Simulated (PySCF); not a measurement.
## Electron correlation in W(2+) (tungsten, charge +2)

[Xe] 4f14 5d4, high-spin 5D determinant. All numbers are calculated (PySCF 2.14, scalar relativity through the core potential, in def2-TZVPPD with the def2 core potential (60 electrons) (6s5p3d2f1g, 59 functions)). Frozen: 5s2 5p6; 4 electrons correlated.

```json
{"level": "CCSD", "correlation energy (mhartree)": "-35.55"}
{"level": "(T)", "correlation energy (mhartree)": "-0.34"}
{"level": "CCSD(T)", "correlation energy (mhartree)": "-35.89"}
```

Diagnostics: T1 = 0.0020, D1 = 0.0039, largest double amplitude 0.023.

Spin-orbit coupling, absent here, splits the open shell strongly.

Cost of the coupled-cluster step: roughly 1.7 core-seconds, for 4 correlated electrons.

Iterations:

```
CC2 = 0
CCSD nocc = (np.int64(4), np.int64(0)), nmo = (55, 55)
frozen orbitals [[0, 1, 2, 3], [0, 1, 2, 3]]
max_cycle = 100
direct = 0
conv_tol = 1e-08
conv_tol_normt = 1e-06
diis_space = 8
diis_start_cycle = 0
Init t2, MP2 energy = -0.0305369534490115
Init E_corr(UCCSD) = -0.0305369534493417
cycle = 1  E_corr(UCCSD) = -0.0347259650134867  dE = -0.00418901156  norm(t1,t2) = 0.0162559
cycle = 2  E_corr(UCCSD) = -0.0353697745137015  dE = -0.0006438095  norm(t1,t2) = 0.00423738
cycle = 3  E_corr(UCCSD) = -0.0355596359091644  dE = -0.000189861395  norm(t1,t2) = 0.001642
cycle = 4  E_corr(UCCSD) = -0.0355438180995845  dE = 1.58178096e-05  norm(t1,t2) = 0.000398799
cycle = 5  E_corr(UCCSD) = -0.0355456244034374  dE = -1.80630385e-06  norm(t1,t2) = 0.000213652
cycle = 6  E_corr(UCCSD) = -0.0355453708400214  dE = 2.53563416e-07  norm(t1,t2) = 0.000144415
cycle = 7  E_corr(UCCSD) = -0.0355454439701459  dE = -7.31301245e-08  norm(t1,t2) = 4.73515e-05
cycle = 8  E_corr(UCCSD) = -0.0355453814311976  dE = 6.25389483e-08  norm(t1,t2) = 7.38913e-06
cycle = 9  E_corr(UCCSD) = -0.0355454071133911  dE = -2.56821934e-08  norm(t1,t2) = 7.23203e-07
cycle = 10  E_corr(UCCSD) = -0.0355454011457928  dE = 5.96759828e-09  norm(t1,t2) = 1.74257e-07
UCCSD converged
E(UCCSD) = -65.58884665930174  E_corr = -0.0355454011457928
UCCSD(T) correction = -0.000341191399626931
```
